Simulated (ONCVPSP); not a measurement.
**An all-electron radial function and its pseudo partner (N)**

Columns: radius, all-electron u(r) and pseudo u(r) of the 2p shell (level -37.51 eV) of nitrogen in the configuration [He] 2s2 2p1; PBE, scalar-relativistic, ONCV scheme, ONCVPSP 4.0.1.

| r (bohr) | all-electron | pseudo |
| --- | --- | --- |
| 0.082 | 0.0656 | 0.0287 |
| 0.165 | 0.2036 | 0.1117 |
| 0.248 | 0.3587 | 0.2369 |
| 0.330 | 0.5027 | 0.3845 |
| 0.413 | 0.6275 | 0.5389 |
| 0.495 | 0.7264 | 0.6792 |
| 0.578 | 0.8026 | 0.7957 |
| 0.660 | 0.8559 | 0.8784 |
| 0.742 | 0.8888 | 0.9279 |
| 0.825 | 0.9037 | 0.9474 |
| 0.908 | 0.9029 | 0.9424 |
| 0.990 | 0.8896 | 0.9202 |
| 1.072 | 0.8664 | 0.8871 |
| 1.155 | 0.8352 | 0.8474 |
| 1.238 | 0.7985 | 0.8046 |
| 1.320 | 0.7584 | 0.7609 |
| 1.402 | 0.7160 | 0.7168 |
| 1.485 | 0.6719 | 0.6721 |
| 1.568 | 0.6277 | 0.6276 |
| 1.650 | 0.5845 | 0.5844 |
| 1.733 | 0.5419 | 0.5419 |
| 1.815 | 0.5013 | 0.5013 |
| 1.898 | 0.4621 | 0.4620 |
| 1.980 | 0.4253 | 0.4252 |
| 2.062 | 0.3905 | 0.3905 |
| 2.145 | 0.3575 | 0.3575 |

(1) How many radial nodes do the two functions have?

(2) At about which radius was the pseudo-wave matched?

(3) Is the pseudo-wave norm-conserving?

Results:

(1) The all-electron 2p function has n − l − 1 = 0; the pseudo-wave has 0.

(2) 1.65 bohr. The columns agree to 0.0005 from 1.49 bohr on; several derivatives are matched, so the curves merge somewhat inside the radius.

(3) Yes: the ONCV scheme keeps the norm inside the radius equal to the all-electron one, which fixes the energy derivative of the logarithmic derivative at the level.
